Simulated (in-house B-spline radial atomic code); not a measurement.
Computed with a B-spline radial atomic code. Model: two electrons, singlet ground state, non-relativistic, full CI in B-splines with partial waves to l = 8 (at full coupling up to 3e-4 hartree above the limit, correlation up to 0.6 % small), density held at that of full coupling by Lieb maximisation.

Along the adiabatic connection the electron repulsion is scaled by a coupling λ while a local potential keeps the density fixed. At λ = 0 the system is the Kohn-Sham one and W equals the exchange energy; the exchange-correlation energy is the area under W between 0 and 1. The kinetic energy rises with λ as the electrons avoid each other, with dT/dλ = −λ dW/dλ.

Command:
```bash
python run_ac.py task.json out
```
Settings (lengths in bohr, energies in hartree):
```
potential              gauss
strength               13.3
lmax                   8
second                 1.8
```

Run time, properties included: 10 s on 1 thread of Intel(R) Xeon(R) Processor @ 2.30GHz, with other jobs on the host.

**W = mean repulsion less Hartree energy, and W of three functionals.**

Given: confinement Gaussian well; well depth 13.3 hartree; well width 1.8 bohr; external potential -V exp(-r^2/w^2).

Computed: PBE exchange minus exact 50.582 millihartree; SCAN exchange minus exact 4.98 millihartree.

```tsv
coupling	W xc (hartree)	W xc minus exchange (millihartree)	kinetic minus Kohn-Sham (millihartree)	LDA (PW92) W minus its exchange (millihartree)	PBE W minus its exchange (millihartree)	SCAN W minus its exchange (millihartree)
0	-1.1992	0	0	0	0	0
0.02	?	?	?	?	?	?
0.05	-1.204	-4.861	0.12	-25.53	-7.74	-4.68
0.12	-1.2107	-11.51	0.69	-49.2	-17.85	-10.98
0.25	-1.2226	-23.389	2.88	-82.58	-35	-22.1
0.4	-1.2356	-36.38	7.09	-112.96	-52.81	-34.18
0.6	-1.2518	-52.596	15.18	-146.05	-74.08	-49.22
0.8	?	?	?	?	?	?
1	-1.2808	-81.662	38.29	-197.88	-110.52	-76.26
1.4	-1.3061	-106.89	68.45	-238.38	-141.1	-100.02
2	-1.3381	-138.94	122.62	-286.49	-179.35	-130.83
3	-1.38	-180.8	226.26	-346.46	-229.37	-172.51
4.5	-1.425	-225.78	392.82	-409.97	-284.5	-219.5
7	-1.4735	-274.3	666.84	-480.02	-347.27	-272.86
10	-1.5098	-310.65	971.77	-535.02	-397.61	-314
```

Question: What belongs in the row 0.02?

Answer: W xc (hartree): -1.2011; W xc minus exchange (millihartree): -1.956; kinetic minus Kohn-Sham (millihartree): 0.02; LDA (PW92) W minus its exchange (millihartree): -12.4; PBE W minus its exchange (millihartree): -3.16; SCAN W minus its exchange (millihartree): -1.9.

Question: What belongs in the row 0.8?

Answer: W xc (hartree): -1.2668; W xc minus exchange (millihartree): -67.655; kinetic minus Kohn-Sham (millihartree): 25.7; LDA (PW92) W minus its exchange (millihartree): -173.8; PBE W minus its exchange (millihartree): -93.17; SCAN W minus its exchange (millihartree): -63.2.

Question: What is the LDA exchange minus exact?

Answer: 174.8 millihartree.

**Energy parts, natural occupations and partial-wave weights.**

Computed: exchange energy -1.1992 hartree; correlation energy -0.043373 hartree; kinetic part of the DFT correlation energy 0.03829 hartree; initial slope twice GL2 -0.098188 hartree; Hartree energy 2.3984 hartree; Kohn-Sham kinetic 3.3623 hartree; Lieb Oxford ratio E_xc over LDA exchange 1.213.

```csv
natural,occupation of the shell (electrons)
s,1.988
p,0.01061
s,0.00071127
d,?
p,9.8e-05
f,5.3016e-05
```

Question: What belongs in the row d?

Answer: occupation of the shell (electrons): 0.0004164.

| wave | weight |
| --- | --- |
| s | 0.99438 |
| p | 0.0053572 |
| d | ? |
| f | 2.9442e-05 |
| g | 6.6613e-06 |

Question: What belongs in the row d?

Answer: weight: 0.00021873.

Question: What is the total energy?

Answer: -17.4115 hartree.

Question: What is the kinetic part over minus potential part?

Answer: 0.46888.

Half-way to full coupling W has made 54 % of its drop, against 50 % for a straight line, and second-order (GL2) theory, half the initial slope, overshoots the correlation energy by about 13 %: a moderate bend, as in light atoms. Over couplings 0 to 1 the errors in E_xc come to about +97 millihartree for LDA, +33 millihartree for PBE, +7.7 millihartree for SCAN, so SCAN is nearest. In LDA and PBE the errors of exchange and correlation have opposite signs, so the sum is smaller than the larger of the two.
